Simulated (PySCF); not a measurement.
H3Cl4NSi2, SMILES Cl[SiH2]N[Si](Cl)(Cl)Cl (PBE0/def2-SVP optimised geometry):

```
10

Si    -2.014     0.766     0.000
Cl    -2.787    -0.119    -1.703
N     -0.273     0.766     0.000
Si     0.826    -0.351     0.684
Cl     1.444     0.193     2.561
Cl    -0.077    -2.179     0.835
Cl     2.490    -0.466    -0.502
H     -2.490     0.004     1.179
H     -2.472     2.179     0.000
H      0.168     1.514    -0.533
```

Level of theory: PBE0/def2-TZVP in PySCF.

**Question.** What are the frontier orbital energies and the dipole moment?

**Answer.** HOMO-2 -9.32 eV, HOMO-1 -9.10 eV, HOMO -8.64 eV, LUMO -0.27 eV, LUMO+1 0.17 eV; dipole moment 1.73 D.

On the same geometry PySCF 2.14.0 with PBE/def2-TZVP gives HOMO-2 -7.89 eV, HOMO-1 -7.71 eV, HOMO -7.23 eV, LUMO -1.26 eV, LUMO+1 -0.72 eV; dipole moment 1.64 D.

Meta-Löwdin charges at PBE0/def2-TZVP: Si1 0.78, Cl2 -0.31, N3 -0.81, Si4 1.05, Cl5 -0.27, Cl6 -0.26, Cl7 -0.27, H8 -0.09, H9 -0.09, H10 0.26.
